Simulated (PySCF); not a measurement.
## 1,2-elimination

Start structure (CH₅ClGe, singlet), relaxed at PBE0-D4/def2-TZVP:

Ge1  (-0.504, 0.052, 0.729)
Cl2  (0.016, -1.876, 1.564)
C3  (0.489, 0.259, -0.924)
H4  (1.559, 0.207, -0.722)
H5  (-0.120, 1.095, 1.789)
H6  (-2.025, 0.027, 0.510)
H7  (0.259, 1.225, -1.378)
H8  (0.219, -0.535, -1.620)
(Å)

The step: CH₅ClGe ([CH3][GeH2][Cl]) → CH₄Ge ([CH2][GeH2]) + HCl; bonds formed: Cl2–H4; bonds broken: Ge1–Cl2, C3–H4. PySCF 2.14 with density fitting (its default auxiliary sets; JK sets also for MP2 and CCSD(T)); basis: def2-TZVPP and def2-QZVPP; cores frozen in the correlated methods. Filled d shells of the heavier atoms are correlated. The def2 sets are not built for correlating such inner shells, so the correlated values are less sure here. Extrapolation: Hartree–Fock as exp(−7.88 √X), correlation as X^−2.97. Energies below are by CCSD(T) at an estimated basis limit (MP2 extrapolated from triple and quadruple zeta, plus CCSD(T) − MP2 in triple zeta).

Problem. What are the electronic barrier and the energy of the step, from the start structure to the end structure? (Judge from chemistry; the value comes from the calculation.)

Solution. By the calculation: Barrier 75.64 kcal/mol; step energy 65.36 kcal/mol (uphill); reverse barrier, their difference, 10.28 kcal/mol. Barrier and step energy count from the start structure, the reverse barrier from the end structure.

The saddle point: One imaginary mode of 826i cm⁻¹.
```tsv
pair	start (Å)	saddle (Å)	end (Å)
Cl2–H4	3.46	1.48	1.31
Ge1–Cl2	2.16	3.02	4.08
C3–H4	1.09	1.59	2.12
```

Zero-point energy (harmonic, PBE0-D4): ZPE is 33.74 kcal/mol at the start and 28.71 kcal/mol at the saddle, so the barrier goes from 75.64 to 70.61 kcal/mol.

First-order rate constant out of the start structure at 698 K by transition-state theory, with harmonic vibrational free energies alone and no tunnelling: ΔA‡ = 70.51 kcal/mol, so k = (kB T/h) exp(−ΔA‡/kB T) ≈ 10^-9 s⁻¹ (an order of magnitude at best: rotation, the number of equivalent paths and anharmonicity are left out).

The T1 diagnostic stays at or below 0.017. The restricted Hartree–Fock reference is unstable towards an unrestricted one at one or more of these structures.

Labels in which every atom is bracketed show which atoms are joined, not bond orders.

For scale, one of the runs: CCSD(T)/def2-TZVPP, 191 basis functions, launched by `OMP_NUM_THREADS=4 python run.py`. The run took 8 min on 4 CPU threads of an Arm Neoverse V2 (shared host), with 2.4 GiB of host memory at its peak.
